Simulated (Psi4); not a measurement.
Input file for Psi4: SAPT0/jun-cc-pV(D+d)Z on C4H8O (a complex), monomers drawn apart or pushed together.

```
memory 2025 MB

molecule dimer {
0 1
C     0.53634921    0.04168888   -0.21938464
C     0.05303610    0.00578378    0.87660521
H     0.96403451    0.07326800   -1.19150030
H    -0.37419022   -0.02476966    1.85746947
--
0 1
C    -0.61325496    1.40363172    5.19643303
O    -0.89053194    0.08095457    4.78074447
C    -0.03258922   -0.86901761    5.38126889
H     0.41043920    1.69745404    4.93329730
H    -0.74290508    1.51229859    6.27998009
H    -1.31569313    2.05915162    4.68466241
H     1.01672004   -0.67519943    5.12648164
H    -0.31696118   -1.84909664    5.00230057
H    -0.13683941   -0.86066447    6.47294116
units angstrom
symmetry c1
no_reorient
no_com
}

set {
  basis jun-cc-pV(D+d)Z
  scf_type df
  freeze_core true
}

energy('sapt0')
```

Output:

```
[...]
==> Input File <==

--------------------------------------------------------------------------
memory 2025 MB

molecule dimer {
0 1
C     0.53634921    0.04168888   -0.21938464
C     0.05303610    0.00578378    0.87660521
H     0.96403451    0.07326800   -1.19150030
H    -0.37419022   -0.02476966    1.85746947
--
0 1
C    -0.61325496    1.40363172    5.19643303
O    -0.89053194    0.08095457    4.78074447
C    -0.03258922   -0.86901761    5.38126889
H     0.41043920    1.69745404    4.93329730
H    -0.74290508    1.51229859    6.27998009
H    -1.31569313    2.05915162    4.68466241
H     1.01672004   -0.67519943    5.12648164
H    -0.31696118   -1.84909664    5.00230057
H    -0.13683941   -0.86066447    6.47294116
units angstrom
symmetry c1
no_reorient
no_com
}

set {
  basis jun-cc-pV(D+d)Z
  scf_type df
  freeze_core true
}

energy('sapt0')
--------------------------------------------------------------------------


   => Loading Basis Set <=

    Name: JUN-CC-PV(D+D)Z
    Role: ORBITAL
    Keyword: BASIS
    atoms 1-2, 5, 7 entry C          line   188 file jun-cc-pv_dpd_z.gbs
    atoms 3-4, 8-13 entry H          line    60 file jun-cc-pv_dpd_z.gbs
    atoms 6         entry O          line   256 file jun-cc-pv_dpd_z.gbs

   => Loading Basis Set <=

    Name: JUN-CC-PV(D+D)Z
    Role: ORBITAL
    Keyword: BASIS
    atoms 1-2, 5, 7 entry C          line   188 file jun-cc-pv_dpd_z.gbs
    atoms 3-4, 8-13 entry H          line    60 file jun-cc-pv_dpd_z.gbs
    atoms 6         entry O          line   256 file jun-cc-pv_dpd_z.gbs


  //>>>>>>>>>>>>>>>>>>>>>>>>>>>>>>>>>>>//
  //              Dimer HF             //
  //<<<<<<<<<<<<<<<<<<<<<<<<<<<<<<<<<<<//

   => Libint2 <=

    Primary   basis highest AM E, G, H:  7, 6, 3
    Auxiliary basis highest AM E, G, H:  7, 7, 4
    Onebody   basis highest AM E, G, H:  -, -, -
    Solid Harmonics ordering:            Gaussian


   => Loading Basis Set <=

    Name: JUN-CC-PV(D+D)Z
    Role: ORBITAL
    Keyword: BASIS
    atoms 1-2, 5, 7 entry C          line   188 file jun-cc-pv_dpd_z.gbs
    atoms 3-4, 8-13 entry H          line    60 file jun-cc-pv_dpd_z.gbs
    atoms 6         entry O          line   256 file jun-cc-pv_dpd_z.gbs


         ---------------------------------------------------------
                                   SCF
               by Justin Turney, Rob Parrish, Andy Simmonett
                          and Daniel G. A. Smith
                              RHF Reference
                        1 Threads,   1931 MiB Core
         ---------------------------------------------------------

  ==> Geometry <==

    Molecular point group: c1
    Full point group: C1

    Geometry (in Angstrom), charge = 0, multiplicity = 1:

       Center              X                  Y                   Z               Mass
    ------------   -----------------  -----------------  -----------------  -----------------
         C            0.536349210000     0.041688880000    -0.219384640000    12.000000000000
         C            0.053036100000     0.005783780000     0.876605210000    12.000000000000
         H            0.964034510000     0.073268000000    -1.191500300000     1.007825032230
         H           -0.374190220000    -0.024769660000     1.857469470000     1.007825032230
         C           -0.613254960000     1.403631720000     5.196433030000    12.000000000000
         O           -0.890531940000     0.080954570000     4.780744470000    15.994914619570
         C           -0.032589220000    -0.869017610000     5.381268890000    12.000000000000
         H            0.410439200000     1.697454040000     4.933297300000     1.007825032230
         H           -0.742905080000     1.512298590000     6.279980090000     1.007825032230
         H           -1.315693130000     2.059151620000     4.684662410000     1.007825032230
         H            1.016720040000    -0.675199430000     5.126481640000     1.007825032230
         H           -0.316961180000    -1.849096640000     5.002300570000     1.007825032230
         H           -0.136839410000    -0.860664470000     6.472941160000     1.007825032230

  Running in c1 symmetry.

  Rotational constants: A =      0.28487  B =      0.01341  C =      0.01304 [cm^-1]
  Rotational constants: A =   8540.10964  B =    402.10661  C =    390.85202 [MHz]
  Nuclear repulsion =  148.054740388424079

  Charge       = 0
  Multiplicity = 1
  Electrons    = 40
  Nalpha       = 20
  Nbeta        = 20

  ==> Algorithm <==

  SCF Algorithm Type is DF.
  DIIS enabled.
  MOM disabled.
  Fractional occupation disabled.
  Guess Type is SAD.
  Energy threshold   = 1.00e-08
  Density threshold  = 1.00e-08
  Integral threshold = 1.00e-12

  ==> Primary Basis <==

  Basis Set: JUN-CC-PV(D+D)Z
    Blend: JUN-CC-PV(D+D)Z
    Number of shells: 64
    Number of basis functions: 130
    Number of Cartesian functions: 135
    Spherical Harmonics?: true
    Max angular momentum: 2

   => Loading Basis Set <=

    Name: (JUN-CC-PV(D+D)Z
[...]
478499   127A      5.246262
     128A      6.121930   129A     18.507602   130A     18.585924

    Final Occupation by Irrep:
              A
    DOCC [    13 ]
    NA   [    13 ]
    NB   [    13 ]

  @DF-RHF Final Energy:  -154.08161659865559

   => Energetics <=

    Nuclear Repulsion Energy =             83.7852730920250792
    One-Electron Energy =                -375.2010036326233831
    Two-Electron Energy =                 137.3341139419427179
    Total Energy =                       -154.0816165986555859

Computation Completed


Properties will be evaluated at   0.000000,   0.000000,   0.000000 [a0]

Properties computed using the SCF density matrix


 Multipole Moments:

 ------------------------------------------------------------------------------------
     Multipole            Electronic (a.u.)      Nuclear  (a.u.)        Total (a.u.)
 ------------------------------------------------------------------------------------

 L = 1.  Multiply by 2.5417464519 to convert [e a0] to [Debye]
 Dipole X            :         23.2984766          -22.8365090            0.4619676
 Dipole Y            :        -10.6939957           10.8456389            0.1516432
 Dipole Z            :       -253.2104286          253.6236023            0.4131737
 Magnitude           :                                                    0.6380613

 ------------------------------------------------------------------------------------

  Constructing Basis Sets for SAPT...

   => Loading Basis Set <=

    Name: (JUN-CC-PV(D+D)Z AUX)
    Role: RIFIT
    Keyword: DF_BASIS_SAPT
    atoms 1-2, 5, 7 entry C          line   100 file jun-cc-pvdz-ri.gbs
    atoms 3-4, 8-13 entry H          line    30 file jun-cc-pvdz-ri.gbs
    atoms 6         entry O          line   188 file jun-cc-pvdz-ri.gbs

   => Loading Basis Set <=

    Name: (JUN-CC-PV(D+D)Z AUX)
    Role: JKFIT
    Keyword: DF_BASIS_ELST
    atoms 1-2, 5, 7 entry C          line   146 file jun-cc-pvdz-jkfit.gbs
    atoms 3-4, 8-13 entry H          line    70 file jun-cc-pvdz-jkfit.gbs
    atoms 6         entry O          line   258 file jun-cc-pvdz-jkfit.gbs


  //>>>>>>>>>>>>>>>>>>>>>>>>>>>>>>>>>>>//
  //               SAPT0               //
  //<<<<<<<<<<<<<<<<<<<<<<<<<<<<<<<<<<<//



        SAPT0
    Ed Hohenstein
     6 June 2009

      Orbital Information
  --------------------------
    NSO        =       130
    NMO        =       130
    NRI        =       437
    NRI (Elst) =       579
    NOCC A     =         7
    NOCC B     =        13
    FOCC A     =         2
    FOCC B     =         3
    NVIR A     =       123
    NVIR B     =       117

    Elst10,r            =    -0.002464159303 [Eh]
    Exch10              =     0.000383470098 [Eh]
    Exch10 (S^2)        =     0.000383334614 [Eh]

    Maxiter = 50
    CPHF R converge = 1.000000E-08

    Iter     Energy [mEh]          dE [mEh]         Residual      Time [s]
       1      -0.09251906       0.092519059     2.736807e-03             0
       2      -0.09631802       0.003798965     9.556580e-04             0
       3      -0.10945353       0.013135508     1.660115e-04             0
       4      -0.10932338      -0.000130157     4.061016e-05             0
       5      -0.10913125      -0.000192121     6.615154e-06             0
       6      -0.10914867       0.000017419     1.870675e-06             0
       7      -0.10914924       0.000000565     9.245972e-07             0
       8      -0.10914727      -0.000001970     3.129566e-07             0
       9      -0.10914804       0.000000771     4.513763e-08             0
      10      -0.10914795      -0.000000085     6.525013e-09             0

    CHF Iterations converged

    Maxiter = 50
    CPHF R converge = 1.000000E-08

    Iter     Energy [mEh]          dE [mEh]         Residual      Time [s]
       1      -0.09757919       0.097579187     2.102997e-03             0
       2      -0.11345927       0.015880084     1.186292e-03             0
       3      -0.12224354       0.008784273     2.618990e-04             0
       4      -0.12246333       0.000219782     6.871334e-05             0
       5      -0.12208700      -0.000376328     1.309695e-05             0
       6      -0.12210184       0.000014845     4.186939e-06             0
       7      -0.12211490       0.000013060     9.383295e-07             0
       8      -0.12211300      -0.000001902     1.777261e-07             0
       9      -0.12211283      -0.000000169     3.904274e-08             1
      10      -0.12211293       0.000000096     7.007463e-09             1

    CHF Iterations converged

    Ind20,r (A<-B)      =    -0.000109147954 [Eh]
    Ind20,r (B<-A)      =    -0.000122112928 [Eh]
    Ind20,r             =    -0.000231260883 [Eh]
    Exch-Ind20,r (A<-B) =     0.000014531933 [Eh]
    Exch-Ind20,r (B<-A) =     0.000037984436 [Eh]
    Exch-Ind20,r        =     0.000052516369 [Eh]
    Disp20              =    -0.000779650960 [Eh]
    Disp20 (SS)         =    -0.000389825480 [Eh]
    Disp20 (OS)         =    -0.000389825480 [Eh]
    Exch-Disp20         =     0.000027834627 [Eh]
    Exch-Disp20 (SS)    =     0.000016700278 [Eh]
    Exch-Disp20 (OS)    =     0.000011134349 [Eh]

    SAPT Results
  --------------------------------------------------------------------------------------------------------
    Electrostatics                 -2.46415930 [mEh]      -1.54628331 [kcal/mol]      -6.46964936 [kJ/mol]
      Elst10,r                     -2.46415930 [mEh]      -1.54628331 [kcal/mol]      -6.46964936 [kJ/mol]

    Exchange                        0.38347010 [mEh]       0.24063112 [kcal/mol]       1.00680060 [kJ/mol]
      Exch10                        0.38347010 [mEh]       0.24063112 [kcal/mol]       1.00680060 [kJ/mol]
      Exch10(S^2)                   0.38333461 [mEh]       0.24054610 [kcal/mol]       1.00644489 [kJ/mol]

    Induction                      -0.22830428 [mEh]      -0.14326310 [kcal/mol]      -0.59941280 [kJ/mol]
      Ind20,r                      -0.23126088 [mEh]      -0.14511839 [kcal/mol]      -0.60717536 [kJ/mol]
      Exch-Ind20,r                  0.05251637 [mEh]       0.03295452 [kcal/mol]       0.13788171 [kJ/mol]
      delta HF,r (2)               -0.04955977 [mEh]      -0.03109922 [kcal/mol]      -0.13011915 [kJ/mol]

    Dispersion                     -0.75181633 [mEh]      -0.47177187 [kcal/mol]      -1.97389351 [kJ/mol]
      Disp20                       -0.77965096 [mEh]      -0.48923836 [kcal/mol]      -2.04697331 [kJ/mol]
      Exch-Disp20                   0.02783463 [mEh]       0.01746649 [kcal/mol]       0.07307980 [kJ/mol]
      Disp20 (SS)                  -0.38982548 [mEh]      -0.24461918 [kcal/mol]      -1.02348666 [kJ/mol]
      Disp20 (OS)                  -0.38982548 [mEh]      -0.24461918 [kcal/mol]      -1.02348666 [kJ/mol]
      Exch-Disp20 (SS)              0.01670028 [mEh]       0.01047958 [kcal/mol]       0.04384657 [kJ/mol]
      Exch-Disp20 (OS)              0.01113435 [mEh]       0.00698691 [kcal/mol]       0.02923323 [kJ/mol]

  Total HF                         -2.30899348 [mEh]      -1.44891529 [kcal/mol]      -6.06226156 [kJ/mol]
  Total SAPT0                      -3.06080982 [mEh]      -1.92068716 [kcal/mol]      -8.03615507 [kJ/mol]

  Special recipe for scaled SAPT0 (see Manual):
    Electrostatics sSAPT0          -2.46415930 [mEh]      -1.54628331 [kcal/mol]      -6.46964936 [kJ/mol]
    Exchange sSAPT0                 0.38347010 [mEh]       0.24063112 [kcal/mol]       1.00680060 [kJ/mol]
    Induction sSAPT0               -0.22824858 [mEh]      -0.14322814 [kcal/mol]      -0.59926655 [kJ/mol]
    Dispersion sSAPT0              -0.75178681 [mEh]      -0.47175335 [kcal/mol]      -1.97381600 [kJ/mol]
  Total sSAPT0                     -3.06072459 [mEh]      -1.92063368 [kcal/mol]      -8.03593131 [kJ/mol]
  --------------------------------------------------------------------------------------------------------



*** Psi4 exiting successfully. Buy a developer a beer!
```

The run finished.

Cost: around 16 core-seconds (rough).
